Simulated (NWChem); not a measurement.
System: GaSiH5; SMILES [SiH3][GaH2]

The following NWChem deck was run.

```
start job
memory heap 200 mb stack 900 mb global 1100 mb
geometry units angstroms noautoz
  Ga     0.008407     0.862129    -0.004026
  H     -1.354636     1.651149     0.015864
  H      1.347801     1.689308     0.020376
  Si     0.014281    -1.554327    -0.026960
  H     -0.275364    -2.052947     1.358170
  H      1.327965    -2.132339    -0.451174
  H     -1.049641    -2.100337    -0.928723
end
basis spherical
  Ga library def2-svp
  H library def2-svp
  Si library def2-svp
end
dft
  xc m06
  iterations 150
  mulliken
end
task dft energy
```

Geometry: optimised at PBE0/def2-SVP.

Task: Predict the main results of this run. (M06/def2-SVP.) Quantities: energy (Ha); highest occupied level (eV); orbital gap (eV); dipole (D).

Result: 
| Quantity | Result |
|---|---|
| energy (Ha) | -2216.92 |
| highest occupied level (eV) | -7.51 |
| orbital gap (eV) | 5.22 |
| dipole (D) | 0.21 |
